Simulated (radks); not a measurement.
The numbers below are computed, except where a source is named.
All-electron atom: Er1.5+ in [Kr] 4d10 4f(up 6, down 6) 5s2 6s2 5p(up 2.5, down 2) (fractional occupations, a model configuration). Level of theory: scalar-relativistic Kohn-Sham, PBE, spin-polarised, spherical densities, point nucleus (a radial shooting solver on a logarithmic mesh with Libxc functionals).

Unscreened Slater integrals over Kohn-Sham orbitals (cm^-1). They are taken over the spin-up orbitals.

F0(6s,6s): 61845
F0(6s,4f): 80287
G3(6s,4f): 3303.2
F0(6s,5p): 76059
G1(6s,5p): 6507.4
F0(4f,4f): 258580
F2(4f,4f): 120030
F4(4f,4f): 74756
F6(4f,4f): 53626
F0(4f,5p): 163470
F2(4f,5p): 56167
G2(4f,5p): 30232
G4(4f,5p): 23065
F0(5p,5p): 136670
F2(5p,5p): 73696

Derived for the open shells (J is the average intra-shell exchange parameter used in DFT+U). 4f: F4/F2 = 0.623, F6/F2 = 0.447, J = (286 F2 + 195 F4 + 250 F6)/6435 = 9684 cm^-1. 5p: J = F2/5 = 14740 cm^-1.
